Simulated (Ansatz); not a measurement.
Ideal-gas functions of `[SH][K]` at 400 K and 1 bar, from an Ansatz frequency run at PBE0-D4/def2-TZVP.

Molar mass 72.17 g/mol, point group Cs (symmetry number 1), electronic degeneracy 1, moments of inertia 1.741, 143.525, 145.267 u Å². Harmonic wavenumbers (cm⁻¹, unscaled): 251, 286, 2693.

Use S(trans) = R[1.5 ln M + 2.5 ln T − 1.1517]; rotational temperatures θ = 24.2544 K / I; S(rot) = R[ln(√π/σ · √(T³/θAθBθC)) + 1.5]; for each mode x = 1.438777 ν̃/T, S = R[x/(eˣ − 1) − ln(1 − e⁻ˣ)] and H = RT x/(eˣ − 1); 1 cm⁻¹ = 0.0119627 kJ/mol; R = 8.31446 J/(mol·K).

Q: By hand: the entropy, in J/(mol·K).

A: Translation 168.3. Rotation: θ = 13.9313, 0.169, 0.167 K, giving 95.8. Vibration, mode by mode: 9.44, 8.44, 0.01, in all 17.9. Electronic 0.0. Sum 282.0 J/(mol·K).

Q: By hand: H − E and G − E in kJ/mol, counted from the electronic energy.

A: Zero-point energy ½ × 3230 × 0.0119627 = 19.3; thermal vibration 4.0; translation, rotation and pV give 4 RT = 13.3. H − E = 36.6 kJ/mol, and G − E = 36.6 − 400 × 282.0/1000 = -76.2 kJ/mol.

Vibration gives 6 % of the entropy.
